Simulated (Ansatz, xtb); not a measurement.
GeHOP: which of two structures lies lower

Structure X is `[O]=[Ge]=[PH]`, a singlet and structure Y is a singlet given by its coordinates. Both are isolated molecules in the gas phase, relaxed with PBE0-D3(BJ)/def2-SVP.

X (Å):

```yaml
atoms:
  - { symbol: Ge, position_ang: [-0.0499, -0.3676, 0.3154] }
  - { symbol: O, position_ang: [-0.3366, -1.7437, 1.1181] }
  - { symbol: P, position_ang: [0.4093, 1.4399, -0.7117] }
  - { symbol: H, position_ang: [-0.9718, 1.3566, -1.1148] }
```

Y (Å):

```xyz
4

Ge    0.1585    0.3108    0.2409
O     0.6976    1.7574    1.7140
P     1.7183    0.2209    1.7473
H     0.0892    1.7523    2.4653
```

Close contacts (Å): Ge1–O2 2.13, Ge1–P3 2.17, O2–P3 1.84, O2–H4 0.97.

Q: Estimate which is lower in electronic energy at CCSD(T)/def2-TZVPP, and by roughly how much.

A: The CCSD(T)/def2-TZVPP calculation puts structure Y lower, by 27.3 kJ/mol.

How the difference moves with the method:

| level | geometry | E(Y) − E(X) (kJ/mol) | departure from the last row (kJ/mol) | job, with rough time for the two |
| --- | --- | --- | --- | --- |
| GFN2-xTB | GFN2-xTB | −14.3 | +13.0 | optimisation, 0.15 s |
| HF/STO-3G | GFN2-xTB | −49.4 | −22.1 | single point, 0.44 s |
| r2SCAN-D4/def2-SVP | GFN2-xTB | −47.5 | −20.2 | single point, 3.2 s |
| PBE0-D3(BJ)/def2-SVP | PBE0-D3(BJ)/def2-SVP | −47.3 | −20.1 | optimisation, 24 s |
| HF/def2-TZVPP | PBE0-D3(BJ)/def2-SVP | −55.9 | −28.6 | part of the CCSD(T) run |
| MP2/def2-TZVPP | PBE0-D3(BJ)/def2-SVP | −1.3 | +25.9 | part of the CCSD(T) run |
| CCSD(T)/def2-TZVPP | PBE0-D3(BJ)/def2-SVP | −27.3 |  | single point, 47 s |

MP2/def2-TZVPP finds them nearly level. The largest departure from CCSD(T)/def2-TZVPP is that of HF/def2-TZVPP, 28.6 kJ/mol.

With harmonic frequencies from PBE0-D3(BJ)/def2-SVP (ideal gas, rigid rotor, one conformer each, 298.15 K, 1 atm): on the last row, ΔE + ΔZPE = −14.9, ΔH = −16.7, ΔG = −15.4 kJ/mol.

The T1 diagnostic of structures X and Y is large, so the coupled-cluster value is less sure. The correlated steps freeze 15 core orbitals; the filled d shell of Ge is correlated, in a basis made for valence electrons. Mirror images aren't counted in ΔG. Programs: Ansatz 0.2.0, xtb 6.7.1; the last row on 1 thread of Arm Neoverse V1 on a shared host.
